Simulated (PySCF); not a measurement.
Species: C₅H₇O₃S (doublet state).
Geometry (GFN2-xTB, Å), atoms numbered from 1 in this order:
```xyz
16
C5H7O3S angstrom
O      2.1108   -0.8617    1.2110
S      1.7922   -0.6037   -0.1659
O      1.6578   -1.6900   -1.0826
O      2.9526    0.3644   -0.7302
C      0.3673    0.4396   -0.2515
C     -0.9202   -0.0051   -0.9005
C     -1.0987   -0.8591    0.3750
C     -0.6175    0.5158    0.8898
C     -1.6051    1.1388   -0.1205
H      3.4480    0.7297    0.0045
H     -1.0730   -0.3099   -1.9260
H     -2.1283   -1.1197    0.6250
H     -0.4214   -1.6984    0.5033
H     -0.4231    0.8050    1.9131
H     -2.6634    1.0132    0.0955
H     -1.3856    2.1500   -0.4515
```

The hyperfine couplings belong to this conformer and change with its torsions.

As a line formula: `O=S(=O)(O)[C]1[C@H]2C[C@@H]1C2` [radical].

Method: UKS B3LYP, pcH-1 on C H O S, non-relativistic, mean-field spin-orbit, GIAO in PySCF. Geometry: GFN2-xTB, one conformer, isolated molecule. The geometry wasn't refined by DFT: couplings that depend on bond lengths, twists or pyramidal angles can differ widely from those at the functional's own minimum. The SCF solution wasn't tested for stability.

Give the isotropic g value and a_iso(13C) at C5.

g_iso = 2.00210 and a = +288.78 MHz, or +10.305 mT (Mulliken spin population +0.86). 13C makes up about 1.07 % of the natural element, so this concerns labelled samples or satellites.

Take this nucleus alone (I = 1/2, g_N = 1.4048) with S = 1/2. Where do its 2 lines fall at 9.45 GHz to first order, to second order and exactly?

First order: B = B0 − a·mI with B0 = 337.236 mT. Second order subtracts a²[I(I+1) − mI²]/(2B0). The exact fields come from the Breit–Rabi levels of H = g μB B Sz − g_N μN B Iz + a S·I.

```
  mI  first order (mT)  second order (mT)  exact (mT)  exact − first order
−1/2           342.388            342.310     342.311               -0.078
+1/2           332.083            332.004     332.003               -0.080
```

Give the zero-field levels of this pair of spins.

F = I ± 1/2 = 1 and 0, at a·I/2 = +72.2 MHz and −a(I+1)/2 = -216.6 MHz, that is |a|(I + 1/2) = 288.8 MHz apart; F = 0 lies lower.

Other couplings of abundant isotopes, left aside here: 2 × 1H 44 MHz, 2 × 1H 2 MHz.

Means are taken over nuclei equivalent by connectivity, which assumes that they swap fast. The 1H value of +44.1 MHz is a mean of couplings from 0.4 to 87.7 MHz in this one geometry, not an average over conformers.
